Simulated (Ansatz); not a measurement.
Species: C₃H₉In, SMILES `[CH3][In]([CH3])[CH3]` (charge 0, multiplicity 1), formula C3H9In.

### Question
How many basis functions does Ansatz (an electronic-structure program) with frozen-core CCSD(T)/def2-TZVPP // PBE-D3(BJ)/def2-TZVP use, how many core orbitals are frozen, and how many electrons are correlated?

### Answer
269 basis functions and 7 frozen orbitals, which leaves 34 correlated electrons (filled d shells below the valence shell are correlated). Core time is of the order of minutes.
